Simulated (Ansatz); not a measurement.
Reaction (ligand exchange at the Si–O bond): `[NH2][Sn][O][SiH3]` + `[NH2][Mg][OH]` → `[NH2][Mg][O][SiH3]` + `[NH2][Sn][OH]`

Calculated with Ansatz (gas phase, PBE0-D4/def2-TZVP geometries, no zero-point term in ΔE). CCSD(T)/CBS is the MP2 limit (def2-TZVPP, def2-QZVPP) plus CCSD(T) − MP2 in def2-TZVPP, frozen cores. Functionals use def2-TZVPP. B3LYP here is the variant with VWN-RPA as its local correlation; programs differ in this. def2 core potentials past Kr. For Mg, Sn outer-core shells are correlated without core-valence functions, which leaves a few kJ/mol of doubt a bond. Each species was taken in one conformer, which may not be the lowest.

| level | ΔE (kJ/mol) |
| --- | --- |
| BLYP-D4 | -9.7 |
| B2PLYP | -14.4 |
| revPBE | -18.8 |
| r2SCAN | -15.4 |
| B3LYP | -15.8 |
| r2SCAN0 | -14.8 |
| MP2/def2-SVP | -9.9 |
| CCSD(T)/def2-TZVPP | -13.8 |

Question: What does CCSD(T)/CBS give? (Best estimate.)

Answer: Computed: -14.2 kJ/mol. The listed levels differ from it by 4.5, -0.2, -4.6, -1.2, -1.6, -0.6, 4.3, 0.4 kJ/mol.

Largest T1 diagnostic among the species: 0.017.

At CCSD(T), def2-SVP lies +3.5 kJ/mol from the extrapolated value and def2-TZVPP +0.4 kJ/mol. The D4 term adds +6.0 kJ/mol with B3LYP and +3.4 kJ/mol with PBE0; it sums over pairs of atoms, weighted by their polarisabilities, and B3LYP, whose exchange is more repulsive, gets the larger term.
